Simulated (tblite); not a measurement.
A geometry optimisation, step by step.

Species: CH13NOSi4.
Numbering: `[CH3:1][Si@:2]([OH:3])([SiH2:4][NH2:5])[SiH2:6][SiH3:7]` (hydrogens: H8, H9, H10 on C1; H11 on O3; H12, H13 on Si4; H14, H15 on N5; H16, H17 on Si6; H18, H19, H20 on Si7)

Computed with GFN2-xTB (tblite), gas phase: L-BFGS steps from a force-field or distance-geometry start until the largest atomic force falls under 0.01 eV/Å. 5 of its 277 geometries are shown.

Step 0: E = -616.6873 eV, largest atomic force 2.669 eV/Å
```
atom  x, y, z in Å  |  force x, y, z in eV/Å
C1     -1.044    1.721    0.407   -1.110   0.776   0.053
Si2    -0.134    0.574   -0.760   -1.060   1.338  -1.775
O3     -0.236    1.298   -2.307    1.136   0.424   1.365
Si4    -1.290   -1.300   -0.848   -2.330  -1.300  -0.064
N5     -2.973   -0.872   -0.360    1.003   0.323  -1.080
Si6     1.996    0.374   -0.305    1.702   1.196  -0.423
Si7     2.567   -1.179    1.141    0.994  -1.377   1.337
H8     -0.514    2.682    0.564   -0.396  -0.648   0.318
H9     -1.992    1.974   -0.136    0.623   0.017   0.654
H10    -1.348    1.213    1.343    0.396   0.654  -0.481
H11     0.445    2.007   -2.320   -0.982  -0.660  -0.519
H12    -1.398   -1.856   -2.210    0.191  -0.170   0.085
H13    -0.838   -2.347    0.079   -0.071   0.004  -0.076
H14    -3.151    0.068   -0.787   -0.359  -1.352   0.574
H15    -3.669   -1.565   -0.666    0.373   0.791   0.237
H16     2.472    1.678    0.234    0.096  -0.093  -0.219
H17     2.760    0.147   -1.540    0.096   0.167  -0.070
H18     3.863   -0.776    1.730   -0.177  -0.166   0.012
H19     2.826   -2.492    0.517   -0.138   0.153   0.168
H20     1.653   -1.339    2.278    0.011  -0.078  -0.095
```

Step 69: E = -617.5742 eV, largest atomic force 0.029 eV/Å
```
atom  x, y, z in Å  |  force x, y, z in eV/Å
C1     -0.957    1.850    0.398   -0.002  -0.008  -0.006
Si2    -0.171    0.607   -0.835    0.004  -0.005   0.002
O3     -0.285    1.250   -2.347   -0.008   0.001  -0.001
Si4    -1.418   -1.327   -1.055    0.010  -0.001  -0.009
N5     -3.013   -0.973   -0.493    0.010   0.002   0.006
Si6     2.082    0.436   -0.235    0.027   0.009   0.003
Si7     2.671   -1.210    1.272   -0.010   0.016  -0.014
H8     -0.335    2.730    0.548   -0.013  -0.006  -0.004
H9     -1.930    2.192    0.053    0.000   0.002   0.010
H10    -1.104    1.386    1.369    0.001   0.010  -0.002
H11     0.079    2.102   -2.575    0.002  -0.004   0.000
H12    -1.392   -1.925   -2.404    0.007   0.008   0.008
H13    -0.964   -2.386   -0.141   -0.003   0.008  -0.013
H14    -3.493   -0.174   -0.875   -0.006  -0.008   0.008
H15    -3.666   -1.729   -0.365   -0.009   0.002   0.002
H16     2.573    1.740    0.268   -0.002  -0.010   0.007
H17     2.902    0.294   -1.456    0.004  -0.017   0.003
H18     3.947   -0.974    1.952   -0.006   0.001   0.000
H19     2.797   -2.525    0.638   -0.011   0.005   0.005
H20     1.672   -1.352    2.337    0.006  -0.004  -0.005
```

Step 138: E = -617.5880 eV, largest atomic force 0.094 eV/Å
```
atom  x, y, z in Å  |  force x, y, z in eV/Å
C1     -0.957    1.834    0.305   -0.012   0.032   0.014
Si2    -0.124    0.654   -0.958   -0.040   0.019   0.009
O3     -0.181    1.378   -2.434   -0.056  -0.026  -0.035
Si4    -1.368   -1.259   -1.287    0.030  -0.061  -0.065
N5     -2.713   -1.155   -0.210    0.051  -0.028   0.013
Si6     2.087    0.401   -0.261    0.034  -0.020   0.003
Si7     2.434   -1.178    1.389    0.013   0.002   0.003
H8     -0.416    2.774    0.393   -0.018   0.003   0.016
H9     -1.980    2.072    0.023    0.032   0.013  -0.001
H10    -0.991    1.385    1.293    0.001   0.002  -0.016
H11     0.028    2.297   -2.578    0.051   0.015   0.012
H12    -1.731   -1.557   -2.688   -0.035   0.018   0.028
H13    -0.645   -2.449   -0.817   -0.011  -0.028   0.008
H14    -3.277   -0.323   -0.213   -0.056   0.036   0.007
H15    -3.297   -1.960   -0.058    0.000  -0.014  -0.016
H16     2.645    1.699    0.180    0.028   0.004   0.010
H17     2.954    0.093   -1.416   -0.005   0.007   0.014
H18     3.755   -1.094    2.022   -0.028  -0.011  -0.002
H19     2.315   -2.553    0.891    0.005   0.037   0.006
H20     1.459   -1.050    2.479    0.017  -0.001  -0.008
```

Step 207: E = -617.6583 eV, largest atomic force 0.050 eV/Å
```
atom  x, y, z in Å  |  force x, y, z in eV/Å
C1     -0.979    2.010    0.127    0.009   0.021   0.012
Si2    -0.171    0.734   -1.061    0.025  -0.014   0.002
O3     -0.040    1.438   -2.542   -0.001  -0.007  -0.022
Si4    -1.609   -0.993   -1.576   -0.014   0.047   0.012
N5     -1.762   -1.826   -0.066   -0.024  -0.035  -0.014
Si6     1.959    0.268   -0.203    0.001  -0.002  -0.025
Si7     2.070   -1.064    1.678   -0.007  -0.031  -0.001
H8     -0.373    2.911    0.212   -0.025   0.014  -0.001
H9     -1.965    2.312   -0.222    0.040   0.010   0.008
H10    -1.097    1.611    1.130    0.000  -0.028  -0.010
H11     0.431    2.254   -2.689    0.002   0.012   0.006
H12    -2.909   -0.619   -2.176   -0.020   0.002  -0.002
H13    -1.063   -2.010   -2.479    0.022  -0.040   0.001
H14    -2.094   -1.311    0.734    0.023   0.006   0.018
H15    -2.206   -2.730   -0.070    0.007  -0.008  -0.003
H16     2.707    1.516    0.080   -0.005   0.024  -0.010
H17     2.805   -0.327   -1.261   -0.027   0.009   0.018
H18     3.434   -1.211    2.195   -0.002  -0.005   0.020
H19     1.575   -2.423    1.452   -0.002   0.006  -0.012
H20     1.282   -0.528    2.794   -0.003   0.018   0.002
```

Step 276: E = -617.6701 eV, largest atomic force 0.009 eV/Å
```
atom  x, y, z in Å  |  force x, y, z in eV/Å
C1     -0.918    2.078    0.097   -0.003   0.007   0.001
Si2    -0.182    0.759   -1.091    0.005   0.003   0.001
O3     -0.059    1.435   -2.585    0.002  -0.005  -0.006
Si4    -1.689   -0.934   -1.519   -0.002   0.002   0.002
N5     -1.428   -2.022   -0.200    0.000  -0.004   0.002
Si6     1.928    0.234   -0.220   -0.003   0.000  -0.001
Si7     1.899   -1.016    1.722   -0.003   0.003  -0.008
H8     -0.261    2.939    0.205    0.006  -0.005   0.004
H9     -1.875    2.449   -0.263    0.000  -0.005   0.005
H10    -1.080    1.671    1.091   -0.001   0.004  -0.005
H11     0.419    2.243   -2.752   -0.002   0.003   0.006
H12    -3.103   -0.518   -1.670   -0.001   0.001   0.002
H13    -1.416   -1.770   -2.693    0.004  -0.006  -0.005
H14    -1.461   -1.671    0.743   -0.001   0.001   0.003
H15    -1.881   -2.921   -0.227   -0.002   0.000  -0.003
H16     2.726    1.461    0.021    0.003  -0.002  -0.001
H17     2.756   -0.452   -1.231   -0.004   0.000   0.001
H18     3.212   -1.222    2.339    0.000   0.004   0.001
H19     1.331   -2.352    1.525    0.005  -0.003   0.000
H20     1.078   -0.379    2.761   -0.005   0.001   0.002
```

Question: Summarise the path.

Answer: The energy falls by 0.9828 eV from step 0 to step 276; nine tenths of that is first reached at step 48. It rises by more than 0.2 meV at steps 137 and 145. The largest force goes from 2.669 to 0.009 eV/Å. Among the bonds Si2–Si6 changes most, from 2.188 to 2.343 Å; the atoms move by 1.402 Å rms after alignment.

The cost below is that of the whole relaxation. On one thread, Arm Neoverse V2 (aarch64), shared host with 192 logical CPUs at a one-minute load of 63, this took 2.7 s of wall time.
